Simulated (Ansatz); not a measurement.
`C[C@H]1[SiH2][Si@@H]1F`. Total charge 0; spin multiplicity 1. The geometry is a stationary point of PBE0-D4/def2-TZVP.

```xyz
12

C     1.139   -0.507   -1.049
C    -0.012    0.268   -0.438
Si   -1.508   -0.525    0.489
Si   -0.045    0.973    1.291
F    -0.294    2.545    1.461
H     1.561   -1.221   -0.337
H     1.949    0.160   -1.359
H     0.820   -1.077   -1.926
H    -0.452    0.996   -1.131
H    -2.843   -0.226   -0.083
H    -1.364   -1.950    0.880
H     1.049    0.563    2.201
```

What is the dipole moment at PBE/def2-TZVPP? (Best estimate.)

Computed: 1.40 D, with components (0.43, -1.04, -0.83) D in this frame, pointing from negative to positive charge.

And with r2SCAN, B3LYP, ωB97M-V? (An estimate is asked.)

Computed: r2SCAN 1.42 D, B3LYP 1.41 D, ωB97M-V 1.36 D.

Give the Mulliken charges with PBE, B3LYP, r2SCAN in def2-TZVPP. (An estimate is asked.)

Computed: 
```
atom    PBE  B3LYP  r2SCAN
  C1  -0.25  -0.24   -0.12
  C2  -0.18  -0.24   -0.26
 Si3   0.06   0.12    0.14
 Si4   0.43   0.50    0.52
  F5  -0.27  -0.32   -0.32
  H6   0.08   0.08    0.04
  H7   0.09   0.09    0.05
  H8   0.08   0.08    0.05
  H9   0.11   0.11    0.10
 H10  -0.04  -0.05   -0.06
 H11  -0.04  -0.05   -0.06
 H12  -0.07  -0.08   -0.08
```

B3LYP here is the variant with VWN-RPA as its local correlation; programs differ in this.
